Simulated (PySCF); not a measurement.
# Dipole moment and polarisability of `Cc1[nH]nnc1[SiH3]`

Compound: C₃H₇N₃Si.
Geometry (GFN2-xTB, Å), atoms numbered from 1 in this order:
```
atom  x, y, z in Å
C1    -1.2154   -1.2916    0.2497
C2    -0.7400    0.0996    0.0750
N3    -1.5673    1.1744    0.0995
N4    -0.8704    2.3000   -0.0760
N5     0.3559    1.9929   -0.2087
C6     0.5165    0.6459   -0.1266
Si7    2.2125   -0.1314   -0.2637
H8    -1.4140   -1.4989    1.3020
H9    -2.1345   -1.4560   -0.3117
H10   -0.4563   -1.9858   -0.0989
H11   -2.5681    1.1937    0.2226
H12    2.9842    0.5759   -1.2795
H13    2.0222   -1.5375   -0.6481
H14    2.8741   -0.0817    1.0422
```

Level: CAM-B3LYP/def2-SVPD (PySCF), static field, nuclei fixed, core orbitals frozen in the response. The polarisability tensor in these axes (au):

```
x   96.18 -1.79 -4.33
y   -1.79 85.38 -2.25
z   -4.33 -2.25 59.71
```

Problem. Diagonalise the tensor; give its mean and Δα, where Δα² is half the sum of the squared differences of the eigenvalues.

Solution. Principal values 58.98, 85.41 and 96.89 au; mean 80.42 au = 11.92 Å³ = 13.26 × 10⁻⁴⁰ C²·m²/J; Δα = 33.67 au (42 % of the mean).

Problem. What is the dipole moment, and where does it point?

Solution. (-2.78, -3.92, 0.67) D, 4.85 D in size, pointing from the negative to the positive side. Measured along this direction, the outermost atoms are H12 at the negative end and H9 at the positive end.

Problem. What would n − 1 = 2πNα be for an ideal gas of these molecules at 500 K and 1 atm, electronic part alone?

Solution. N = p/kT = 1.4678 × 10¹⁹ cm⁻³, so n − 1 = 2π × N × 11.92 × 10⁻²⁴ cm³ = 1099 × 10⁻⁶ at long wavelengths, for an ideal gas.

Problem. Orientational against electronic polarisability at 298 K (dilute gas, rigid molecules)?

Solution. In Gaussian units μ²/3kT = 190.75 Å³ against 11.92 Å³, a ratio of 16.01; the Debye molar polarisation (4π/3)N_A(α + μ²/3kT) is 511.2 cm³/mol, leaving out the vibrational part.

Problem. Give the principal axes and the span of the nuclei along them.

Solution. Largest value along (0.99, -0.13, -0.11), where the nuclei span 5.71 Å; middle along (0.12, 0.99, -0.11), 4.18 Å; least along (0.12, 0.09, 0.99), 2.22 Å. The response follows the extents in order.

Geometry: GFN2-xTB; no solvent, vibrations or thermal averaging.

These values come from a run that also computed excited states. Cost: about 90 s of CPU time on one thread; the machine was shared, so the figure is rough.
